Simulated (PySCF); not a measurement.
C5H2ClFOS.
SMILES with atom numbers: `[O:1]=[C:2]([Cl:3])[c:4]1[s:5][cH:6][cH:7][c:8]1[F:9]`

Probes without a nucleus sit at each ring's centroid and 1 Å off its mean plane on both sides; NICS is minus the shielding there, NICSzz its component along the normal. Level: GIAO PBE0/pcSseg-1 (PySCF, non-relativistic, gas phase) on the GFN2-xTB geometry, one conformer.

Ring bond lengths (Å), with Mayer bond orders in brackets: C4–S5 1.730 (1.10), S5–C6 1.707 (1.21), C6–C7 1.364 (1.50), C7–C8 1.404 (1.34), C8–C4 1.385 (1.38).

Problem. What do the NICS probes read (ppm)?

Solution. 
```csv
ring,type,NICS(0),"NICS(1), two faces","NICS(1)zz, two faces",rms pucker (Å),"centre to ring atoms, mean (Å)"
C4–S5–C6–C7–C8,5-membered ring with S; formal bonds all aromatic,-13.2,-10.3 / -10.3,-22.0 / -22.0,0.00,1.29
```

Problem. What can be read from them?

Solution. 
- C4–S5–C6–C7–C8: mean NICS(1)zz -22.0 ppm, shielded. The ring is flat and has no four-coordinate atom; by the NICS criterion it is aromatic.

Problem. How equal are the bonds by HOMA? HOMA = 1 − mean of α(R − Ropt)² over the ring bonds, with Krygowski's 1993 parameters (CC: Ropt 1.388 Å, α 257.7 Å⁻²; CS: Ropt 1.677 Å, α 94.09 Å⁻²).

Solution. 
- C4–S5–C6–C7–C8: HOMA 0.89; the largest term is that of C4–S5, α(R − Ropt)² = 0.27. The geometric and the magnetic index point the same way.

Problem. What is the mean of the two in-plane components of NICS at the second NICS(1) probe listed for ring C4–S5–C6–C7–C8, 1 Å off the ring?

Solution. The isotropic value is a third of the trace: (3 × -10.3 − (-22.0))/2 = -4.5 ppm.

Problem. What are the shieldings of the ring atoms and their hydrogens in the same run (means over atoms taken as equivalent)?

Solution. 
```json
{"atoms": "C4", "environment": "substituted aromatic carbon", "σ isotropic (ppm)": "60.3"}
{"atoms": "S5", "environment": "thiophene-type sulfur", "σ isotropic (ppm)": "285.1"}
{"atoms": "C6", "environment": "aromatic CH next to a ring sulfur", "σ isotropic (ppm)": "41.8"}
{"atoms": "C7", "environment": "aromatic CH carbon", "σ isotropic (ppm)": "62.1"}
{"atoms": "C8", "environment": "aromatic C–F carbon", "σ isotropic (ppm)": "15.8"}
{"atoms": "H on C6", "environment": "aromatic hydrogen", "σ isotropic (ppm)": "24.23"}
{"atoms": "H on C7", "environment": "aromatic hydrogen", "σ isotropic (ppm)": "24.70"}
```

Conformer computed: `[O:1]=[C:2]([Cl:3])[c:4]1[s:5][cH:6][cH:7][c:8]1[F:9]`: O1–C2–C4–S5 180°.
